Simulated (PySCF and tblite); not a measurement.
Results of a calculation; reference values are marked as such.
2 diastereomers of C7H11FS, numbered alike:

| isomer | SMILES | descriptors |
| --- | --- | --- |
| A | [CH3:1][S:2][C@@:3]1([F:4])[C@@H:5]2[CH2:6][CH2:7][CH2:8][C@H:9]12 | 3r, 5R, 9S |
| B | [CH3:1][S:2][C@:3]1([F:4])[C@@H:5]2[CH2:6][CH2:7][CH2:8][C@H:9]12 | 3s, 5R, 9S |

Each isomer is a Boltzmann average at 298.15 K over at most 4 conformers: GFN2-xTB geometries, energies PBE0/pcSseg-1 (D3(BJ) added where defined), GFN2-xTB thermal terms. Programs: PySCF with density fitting and tblite.

(1) Rank the isomers by free energy at 298.15 K.

(2) If they could interconvert freely, what would the mixture hold (chiral isomers as racemates)?

Answers

(1) 
```json
{"isomer": "A", "ΔG (kcal/mol)": "0.0", "ΔE, lowest conformer": "0.0", "conformers": "2", "largest weight %": "94", "rms dipole (D)": "1.90"}
{"isomer": "B", "ΔG (kcal/mol)": "1.5", "ΔE, lowest conformer": "1.5", "conformers": "2", "largest weight %": "91", "rms dipole (D)": "1.99"}
```

(2) A 92 %, B 8 %. A racemate gains RT ln 2.
